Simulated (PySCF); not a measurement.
CH₆O₂Si₂, SMILES O=C([SiH3])[SiH2]O. Atoms are numbered in the order given.

```xyz
11

O     -1.5642    -0.0879     0.0000
C     -0.3676    -0.3507     0.0000
Si     0.2430    -2.1945     0.0000
Si     0.7740     1.2340     0.0000
O     -0.3530     2.4530     0.0000
H      1.0925    -2.3936     1.2110
H     -0.9143    -3.1282     0.0000
H      1.0925    -2.3936    -1.2110
H      1.6390     1.2436     1.2130
H      1.6390     1.2436    -1.2130
H     -1.2437     2.0571     0.0000
```

Geometry: B3LYP-D3(BJ)/def2-SVP. A frequency run showed that this geometry is not a minimum. The structure was generated by enumeration, and PubChem lists no compound with its InChIKey, so it may never have been made. Other conformers were not sampled.

These are PBE/def2-TZVP in PySCF values and carry that method's errors.

Isolated molecule, no solvent.

- total energy: -770.74082 hartree
- point group: Cs
- highest occupied level: -5.56 eV
- lowest empty level: -3.30 eV
- orbital gap: 2.25 eV
- dipole moment: 1.93 D
- quadrupole, principal values (traceless, Buckingham form, about the centre of nuclear charge): -3.45, 0.75, 2.71 D·Å
- mean static polarisability: 77.0 bohr³ (11.42 Å³)
- polarisability, principal values: 59.9, 75.5, 95.8 bohr³
